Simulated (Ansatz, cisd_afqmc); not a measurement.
Species: CH$_{4}$Si, charge 0, singlet. CH4Si (methylidenesilane, SMILES C=[SiH2]).
B3LYP-D3(BJ)/def2-TZVP minimum from Ansatz (an electronic-structure program):
```xyz
6

C     -1.1498    -0.0548    -0.0450
Si     0.5479     0.0261     0.0215
H     -1.7685     0.8316    -0.0996
H     -1.6839    -0.9961    -0.0356
H      1.3979    -1.1745     0.0958
H      1.2833     1.3023     0.0091
```
Charge 0, spin multiplicity 1.

Total energies in cc-pV(D+d)Z, 12 correlated electrons, 6 frozen orbitals. Open shells are spin-unrestricted; no spin-orbit coupling. Correlated methods leave the cores frozen. No relativity. The Monte Carlo rows (phaseless AFQMC, CISD trial, step 0.005/hartree) carry one-sigma bars that omit the constraint's bias. Outlying blocks are dropped, and bars are widened where a walk drifts. Over all cases where full CI ran beside it in this data, AFQMC minus full CI had a median of +0.1 mEh and passed +0.4 mEh in a tenth of the cases. The restricted determinant of CH4Si (C=[SiH2], singlet) is unstable towards broken spin symmetry in at least one set run.

| method | program | energy (Eh) | minus CCSDTQ (mEh) |
|---|---|---|---|
| HF | Ansatz | -329.06544 | 288.88 |
| MP2 | Ansatz | -329.30846 | 45.86 |
| CCSD | Ansatz | -329.34279 | 11.53 |
| CCSD(T) | Ansatz | -329.35263 | 1.69 |
| CCSDT(Q) | Ansatz | -329.35437 | -0.05 |
| CCSDTQ | Ansatz | -329.35432 | 0.00 |
| AFQMC/CISD | cisd_afqmc | -329.3534 ± 0.0004 | 0.9 ± 0.4 |

Rough core times of Ansatz's runs on a shared machine: CCSD(T) under 20 s, CCSDT(Q) 40 s, CCSDTQ 20 min.
